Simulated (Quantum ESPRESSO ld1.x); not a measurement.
Cs V, 51 electrons, occupied as [Kr] 4d10 5s2 5p2.75 6s0.25 (fractional occupations, a model configuration). Calculated with ld1.x of Quantum ESPRESSO 7.5: Dirac Kohn-Sham, PW91, spin-unpolarised, spherical densities, point nucleus; open shells are shared between the two j in proportion to 2j + 1.

Spin-orbit splittings of the eigenvalues, e(l+1/2) - e(l-1/2), with zeta = 2 splitting/(2l+1) and mean radii in bohr:

shell,occ.,splitting (eV),zeta (eV),<r> j=l-1/2,<r> j=l+1/2
2p,6,352.4,235.0,0.09402,0.09991
3p,6,67.55,45.03,0.2887,0.3004
3d,10,14.34,5.736,0.2713,0.2750
4p,6,13.84,9.225,0.7194,0.7467
4d,10,2.310,0.9241,0.8254,0.8354
5p,2.75,2.210,1.473,1.803,1.864
5d,0,0.2830,0.1132,2.387,2.409
6p,0,0.5850,0.3900,3.783,3.877
